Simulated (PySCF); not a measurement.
This PySCF input asks for the NMR shieldings of `Clc1c[se]cn1`, C3H2ClNSe; the geometry comes from PBE0-D3(BJ)/def2-SVP.

```python
import basis_set_exchange as bse
import numpy as np
from pyscf import gto, dft
from pyscf.prop import nmr

atoms = """
Cl    2.423939   -0.777854   -1.427549
C     0.977210   -0.195897   -0.700177
C     0.941361    0.915077    0.096764
Se   -0.792993    1.197801    0.673226
C    -1.189920   -0.332357   -0.326517
N    -0.181105   -0.869711   -0.926811
H     1.776349    1.555850    0.370595
H    -2.207727   -0.725865   -0.385749
"""
names = dict.fromkeys(["Cl", "C", "Se", "N", "H"], "pcSseg-2")
basis = {el: gto.basis.parse(bse.get_basis(n, elements=[el], fmt="nwchem")) for el, n in names.items()}
mol = gto.M(atom=atoms, basis=basis, charge=0, verbose=0)
mf = dft.RKS(mol, xc="HYB_GGA_XC_B97_2")
mf.grids.level = 2
mf.grids.alignment = dft.numint.BLKSIZE   # the property module wants whole blocks of grid points
mf.conv_tol = 1e-9
mf.kernel()

calc = nmr.RKS(mf)   # GIAO
C = mf.mo_coeff
Co = C[:, mf.mo_occ > 0]
resp = mf.gen_response(singlet=True, hermi=2)
def vind(x):   # induced exchange potential for any number of trial vectors
    d = np.einsum("pi,xij,qj->xpq", C, 2 * x.reshape(-1, C.shape[1], Co.shape[1]), Co, optimize=True)
    return np.einsum("xpq,pi,qj->xij", resp(d - d.transpose(0, 2, 1)), C, Co, optimize=True).ravel()
mo1, _ = nmr.rhf.solve_mo1(calc, with_cphf=vind)
sigma = calc.kernel(mo1)
for i, s in enumerate(sigma):   # ppm
    w = np.linalg.eigvalsh((s + s.T) / 2)
    print("%2d %-2s iso %8.1f  s11 %8.1f  s22 %8.1f  s33 %8.1f" % (i, mol.atom_pure_symbol(i), w.mean(), *w))
```

Question: Give the expected output.

Answer: 
```
 0 Cl iso    701.2  s11    437.1  s22    641.6  s33   1025.0
 1 C  iso     31.7  s11    -35.1  s22     63.8  s33     66.6
 2 C  iso     54.9  s11    -28.1  s22     61.6  s33    131.2
 3 Se iso    989.6  s11    522.8  s22   1184.6  s33   1261.4
 4 C  iso     13.9  s11    -81.0  s22     13.2  s33    109.5
 5 N  iso   -108.8  s11   -405.7  s22   -112.2  s33    191.7
 6 H  iso     24.1  s11     20.5  s22     23.9  s33     27.9
 7 H  iso     22.2  s11     19.2  s22     19.5  s33     27.9
```

These numbers come from an equivalent density-fitted implementation of the same equations, which agrees with the script to about 0.01 ppm for H and up to a few tenths of a ppm for heavy atoms, so last digits may differ.

Question: Turn these shieldings into chemical shifts. δ = σ(ref) − σ, references computed at the same level: $^{35}$Cl (σref 936.59) vs HCl; $^{13}$C (σref 183.46) and $^{1}$H (σref 31.36) vs TMS; Me2Se for $^{77}$Se (σref 1737.26); NH3 for $^{15}$N (σref 259.60).

Answer: Averaging equivalent atoms: Cl 0: 235; C 4: 169.5; C 1: 151.7; C 2: 128.5; Se 3: 748; N 5: 368.4; H 7: 9.14; H 6: 7.28 ppm. Experimental scales use liquid or dissolved standards, which lie at an offset from isolated NH3 (liquid NH3: subtract about 20 ppm). Unscaled 15N shifts of sp2 nitrogen come out 20 to 40 ppm too high even then.

Relativistic effects, spin–orbit coupling among them, are left out; they matter for Se and for the light atoms bonded to it.

Size and cost of the density-fitted run: 278 basis functions, 40 s wall time on 1 thread of an Arm Neoverse V1, shared host.
